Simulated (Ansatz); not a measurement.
Cost and result up the ladder for CdMeI (CH₃CdI) (6 atoms). Charge 0, multiplicity 1. Geometry: PBE0-D4/def2-TZVP.

```xyz
6

Cd    0.0522    1.1317   -0.2105
C    -0.0425   -0.9379    0.1736
H     0.5922   -1.4701   -0.5346
H    -1.0713   -1.2814    0.0667
H     0.3016   -1.1357    1.1887
I     0.1679    3.6934   -0.6839
```

Ansatz on 4 threads of Intel Xeon on a shared host. Times are rough, and most runs start from the orbitals of an earlier one. ωB97M-V/def2-TZVP serves as the yardstick here, not as an exact answer. Differences are given only for rows in sets of like size (and for xTB, whose basis is part of the method), since another set adds its own error. Binding counts from free atoms at the same level (Cd singlet, C triplet, H doublet, I doublet; other spins of the atoms weren't run), without zero-point energy or a counterpoise term.

In the def2 sets Cd, I take a core potential; there is no spin–orbit coupling. LC-ωPBE has ω = 0.4 bohr⁻¹. B3LYP takes the VWN-RPA correlation. Correlated methods freeze 5 core orbitals; core or outer-core shells of Cd, I are correlated, in sets that lack core-valence functions.

Correlated methods converge slowly with the basis.

```tsv
level	functions	wall time	binding energy per atom (eV)	difference from ωB97M-V/def2-TZVP (eV)
PBE-D4/def2-SVP	86	4.3 s	2.91	–
PBE-D4/def2-TZVP	139	7 s	2.90	0.02
PBE0-D4/def2-SVP	86	7.5 s	2.90	–
B3LYP-D4/def2-TZVP	139	8.6 s	2.84	-0.04
PBE0-D4/def2-TZVP	139	9 s	2.89	0.01
LC-ωPBE/def2-TZVP	139	9.6 s	2.90	0.02
MP2/def2-TZVP	139	12 s	2.83	-0.05
BHLYP-D4/def2-TZVP	139	12 s	2.80	-0.08
r2SCAN0-D4/def2-TZVP	139	12 s	2.87	-0.01
r2SCAN-D4/def2-TZVP (with forces)	139	13 s	2.90	0.02
B97M-V/def2-TZVP	139	17 s	2.84	-0.04
ωB97X-V/def2-TZVP	139	19 s	2.89	0.01
ωB97M-V/def2-TZVP	139	21 s	2.88	0.00
CCSD(T)/def2-TZVPP	179	4.2 min	2.81	-0.07
```
